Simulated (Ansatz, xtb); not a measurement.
# AlFO2Si: which of two isomers lies lower

Structure a: `O=[Si]1[O][Al]1[F]`, a singlet. Structure b: `O=[Si](F)[O][Al]`, a singlet. Both are isolated molecules in the gas phase, relaxed with PBE0-D3(BJ)/def2-SVP; the shapes shown needn't be the lowest conformers.

a (Å):

```xyz
5

Al   -0.6706   -1.1637   -0.2950
F     0.0085   -1.7652   -1.6673
O    -2.4231    0.0006    2.8623
O    -0.3679    0.2221    0.7355
Si   -1.6629   -0.3930    1.6033
```

b (Å):

```yaml
atoms:
  - { symbol: Al, position_ang: [-3.1911, 2.1743, -0.9154] }
  - { symbol: F, position_ang: [0.2664, -0.1037, -1.4805] }
  - { symbol: O, position_ang: [-0.4835, -0.6711, 1.1085] }
  - { symbol: O, position_ang: [-1.8537, 1.0847, -0.6493] }
  - { symbol: Si, position_ang: [-0.6986, 0.0532, -0.2098] }
```

Quicker runs give these differences E(b) − E(a): GFN2-xTB −3.3 kcal/mol; HF/STO-3G −47.0 kcal/mol (at GFN2-xTB geometries); r2SCAN-D4/def2-SVP −13.8 kcal/mol (at GFN2-xTB geometries).

Question: Estimate E(b) − E(a) at the level CCSD(T)/def2-SVP + ΔMP2/def2-TZVPP.

Answer: Calculated at CCSD(T)/def2-SVP + ΔMP2/def2-TZVPP: E(b) − E(a) = −20.8 kcal/mol, so structure b lies lower.

How the difference moves with the method:

```json
{"level": "GFN2-xTB", "geometry": "GFN2-xTB", "E(b) − E(a) (kcal/mol)": "−3.3", "departure from the last row (kcal/mol)": "+17.6", "job, with rough time for the two": "optimisation, 0.15 s"}
{"level": "HF/STO-3G", "geometry": "GFN2-xTB", "E(b) − E(a) (kcal/mol)": "−47.0", "departure from the last row (kcal/mol)": "−26.1", "job, with rough time for the two": "single point, 0.38 s"}
{"level": "r2SCAN-D4/def2-SVP", "geometry": "GFN2-xTB", "E(b) − E(a) (kcal/mol)": "−13.8", "departure from the last row (kcal/mol)": "+7.1", "job, with rough time for the two": "single point, 4.3 s"}
{"level": "PBE0-D3(BJ)/def2-SVP", "geometry": "PBE0-D3(BJ)/def2-SVP", "E(b) − E(a) (kcal/mol)": "−17.7", "departure from the last row (kcal/mol)": "+3.2", "job, with rough time for the two": "optimisation, 39 s"}
{"level": "HF/def2-SVP", "geometry": "PBE0-D3(BJ)/def2-SVP", "E(b) − E(a) (kcal/mol)": "−34.6", "departure from the last row (kcal/mol)": "−13.8", "job, with rough time for the two": "part of the CCSD(T) run"}
{"level": "MP2/def2-SVP", "geometry": "PBE0-D3(BJ)/def2-SVP", "E(b) − E(a) (kcal/mol)": "−17.1", "departure from the last row (kcal/mol)": "+3.8", "job, with rough time for the two": "part of the CCSD(T) run"}
{"level": "CCSD(T)/def2-SVP", "geometry": "PBE0-D3(BJ)/def2-SVP", "E(b) − E(a) (kcal/mol)": "−20.4", "departure from the last row (kcal/mol)": "+0.4", "job, with rough time for the two": "single point"}
{"level": "CCSD(T)/def2-SVP + ΔMP2/def2-TZVPP", "geometry": "PBE0-D3(BJ)/def2-SVP", "E(b) − E(a) (kcal/mol)": "−20.8", "departure from the last row (kcal/mol)": "", "job, with rough time for the two": "single point, 18 s"}
```

As drawn, b has 1 F–Si in place of 1 Al–F, 1 Al–Si. Structure a has a 3-membered ring, b no ring.

None of the levels shown reverses the order. The largest departure from CCSD(T)/def2-SVP + ΔMP2/def2-TZVPP is that of HF/STO-3G, 26.1 kcal/mol. The last row adds to CCSD(T) the change of the MP2 difference between the two basis sets, here −0.4 kcal/mol.

With harmonic frequencies from PBE0-D3(BJ)/def2-SVP (ideal gas, rigid rotor, one conformer each, 400 K, 1 atm): on the last row, ΔE + ΔZPE = −20.6, ΔH = −20.6, ΔG = −21.5 kcal/mol.

The T1 diagnostic of structure a is large, so the coupled-cluster value is less sure. The correlated steps freeze 13 core orbitals. Run with Ansatz 0.2.0, xtb 6.7.1; the last row on 1 thread of Arm Neoverse V2 on a shared host.
